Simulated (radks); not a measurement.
The numbers below are computed, except where a source is named.
Polarisability of the tin ion Sn+, [Kr] 4d10 5s2 5p1, at imaginary frequency. Level of theory: non-relativistic Kohn-Sham, LDA (Slater exchange, Perdew-Wang correlation), spin-polarised, spherical densities, point nucleus; open shells are filled with parallel spins first (spin-orbit coupling, left out, can overturn this in heavy ions); relativity is left out, which matters for an element this heavy (a radial shooting solver on a logarithmic mesh with Libxc functionals). Response by self-consistent Sternheimer equations with the Hartree and adiabatic LDA kernel.

w (hartree),alpha1(iw) (bohr^3)
0.00266,27.97
0.0143,27.92
0.0360,27.63
0.0697,26.74
0.118,24.74
0.186,21.29
0.280,16.67
0.413,11.90
0.605,7.932
0.892,5.093
1.35,3.177
2.12,1.856
3.59,0.9217
6.94,0.3354
17.5,0.07421

Static values: alpha1 = 27.98 bohr^3 (4.146 angstrom^3; uncoupled 48.91). C6 = 217.6, triple-dipole C9 = 4262 atomic units. One-pole (London) frequency 4 C6 / (3 alpha1^2) = 0.371 hartree, against 0.398 for minus the highest occupied eigenvalue. The dipole shielding factor is 0.980, as the force sum rule N/Z = 0.980 demands.
